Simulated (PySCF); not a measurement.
## Correlation energy of P⁺ (phosphorus, charge +1)

[Ne] 3s2 3p2, high-spin 3P determinant. All numbers are calculated (PySCF 2.14, scalar relativity by spin-free X2C-1e, in dyall-acv3z). Frozen: [Ne]; 4 electrons correlated; the 26 highest virtual orbitals of each spin left out.

```
  level  correlation energy (mhartree)
   CCSD                         -84.04
    (T)                          -2.45
CCSD(T)                         -86.49
```

Diagnostics: T1 = 0.010, D1 = 0.0253, largest double amplitude 0.101.

Cost of the coupled-cluster step: of the order of 23 core-seconds, for 4 correlated electrons.

Iterations:

```
CC2 = 0
CCSD nocc = (np.int64(3), np.int64(1)), nmo = (82, 82)
frozen orbitals [[0, 1, 2, 3, 4, 87, 88, 89, 90, 91, 92, 93, 94, 95, 96, 97, 98, 99, 100, 101, 102, 103, 104, 105, 106, 107, 108, 109, 110, 111, 112], [0, 1, 2, 3, 4, 87, 88, 89, 90, 91, 92, 93, 94, 95, 96, 97, 98, 99, 100, 101, 102, 103, 104, 105, 106, 107, 108, 109, 110, 111, 112]]
max_cycle = 100
direct = 0
conv_tol = 1e-08
conv_tol_normt = 1e-06
diis_space = 8
diis_start_cycle = 0
Init t2, MP2 energy = -0.0644475610882492
Init E_corr(UCCSD) = -0.0644475611075839
cycle = 1  E_corr(UCCSD) = -0.0777194862628945  dE = -0.0132719252  norm(t1,t2) = 0.050284
cycle = 2  E_corr(UCCSD) = -0.0815803777949735  dE = -0.00386089153  norm(t1,t2) = 0.019873
cycle = 3  E_corr(UCCSD) = -0.0840303244825998  dE = -0.00244994669  norm(t1,t2) = 0.0093392
cycle = 4  E_corr(UCCSD) = -0.0840226390609252  dE = 7.68542167e-06  norm(t1,t2) = 0.00174776
cycle = 5  E_corr(UCCSD) = -0.0840395276234366  dE = -1.68885625e-05  norm(t1,t2) = 0.000256486
cycle = 6  E_corr(UCCSD) = -0.0840345135343455  dE = 5.01408909e-06  norm(t1,t2) = 5.72326e-05
cycle = 7  E_corr(UCCSD) = -0.0840367329634325  dE = -2.21942909e-06  norm(t1,t2) = 1.03827e-05
cycle = 8  E_corr(UCCSD) = -0.0840363633623393  dE = 3.69601093e-07  norm(t1,t2) = 2.16671e-06
cycle = 9  E_corr(UCCSD) = -0.0840363268879653  dE = 3.6474374e-08  norm(t1,t2) = 4.06722e-07
cycle = 10  E_corr(UCCSD) = -0.0840363464072265  dE = -1.95192612e-08  norm(t1,t2) = 1.06296e-07
cycle = 11  E_corr(UCCSD) = -0.0840363466165095  dE = -2.09282994e-10  norm(t1,t2) = 2.62805e-08
UCCSD converged
E(UCCSD) = -341.257406437438  E_corr = -0.08403634661650948
UCCSD(T) correction = -0.00245499454911814
```
